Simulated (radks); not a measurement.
The numbers below are computed, except where a source is named.
The cadmium ion Cd2+, 46 electrons, occupied as [Kr] 4d10. Level of theory: scalar-relativistic Kohn-Sham, LDA (Slater exchange, Perdew-Wang correlation), spin-unpolarised, spherical densities, finite nucleus; Fermi nuclear charge, rms radius 4.6087 fm (a radial shooting solver on a logarithmic mesh with Libxc functionals).

Normalised radial functions P(r) = r R(r), r in bohr:

```
   r/bohr * 2p, o 4d (the largest magnitude, 2.87, reaches the edge; | marks zero, & curves that meet)
 0.001364                             &
 0.001777                             &
 0.002313                             &
 0.003012                             &
 0.003923                             &
 0.005108                             o*
 0.006704                             o*
  0.00873                             o *
  0.01137                             o  *
   0.0148                             o   *
  0.01927                             o      *
   0.0251                             o         *
  0.03268                             o             *
  0.04255                             o                 *
  0.05541                             |o                     *
  0.07215                             |o                        *
  0.09395                             | o                        *
   0.1223                             |  o                    *
   0.1606                             |   o             *
   0.2091                             |    o     *
   0.2723                             |   o*
   0.3545                             | &
   0.4616                           o *
   0.6011                        o    *
   0.7827                     o       *
    1.019                    o        *
    1.327                     o       *
    1.728                       o     *
     2.25                          o  *
     2.93                           o *
    3.815                            o*
```

2p: eigenvalue -3551.2 eV, 0 radial nodes, <r> = 0.115 bohr, 90 % of the charge inside 0.187 bohr. 4d: eigenvalue -30.710 eV, 1 radial node at r = 0.415 bohr, <r> = 1.25 bohr, 90 % of the charge inside 1.98 bohr.
